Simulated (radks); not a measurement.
All-electron atom: the gold ion Au+ in [Xe] 4f14 5d8 6s1 6p1 (not the ground configuration).

Calculated with a radial shooting solver on a logarithmic mesh with Libxc functionals: scalar-relativistic Kohn-Sham, PBE, spin-unpolarised, spherical densities, point nucleus.

Energy parts (eV):
part                       energy
total                  -517315.65
kinetic                 578983.72
electron-nucleus      -1286122.99
Hartree                 199663.08
exchange-correlation     -9839.47

Orbitals (lengths in bohr, moments of r in powers of bohr; <r^-3> diverges for s and p1/2; r(90%) holds 90 % of the orbital's charge):
orbital	occ.	eigenvalue (eV)	<r^4>	r(90%)	<r^-3>	<1/r>
1s	2	-80805.80	4.241e-07	0.0308	-	95.83
2s	2	-14271.31	0.00006219	0.110	-	22.46
2p	6	-12337.81	0.00005052	0.105	25490	19.97
3s	2	-3381.591	0.002249	0.270	-	8.326
3p	6	-2820.895	0.002474	0.277	5831	7.592
3d	10	-2222.632	0.001902	0.260	724.0	7.145
4s	2	-747.4882	0.05042	0.583	-	3.568
4p	6	-563.6767	0.06750	0.629	1403	3.221
4d	10	-343.1701	0.09348	0.684	152.3	2.886
5s	2	-125.3515	1.328	1.32	-	1.465
4f	14	-98.3760	0.1858	0.800	29.39	2.463
5p	6	-76.3956	2.457	1.54	240.1	1.247
5d	8	-21.7890	11.65	2.26	15.07	0.8867
6s	1	-16.6431	72.19	3.60	-	0.5159
6p	1	-8.8952	242.6	4.89	19.54	0.3806

The highest occupied level is 6p at -8.895 eV. The density falls to 0.001 e/bohr^3 at r = 4.36 bohr.
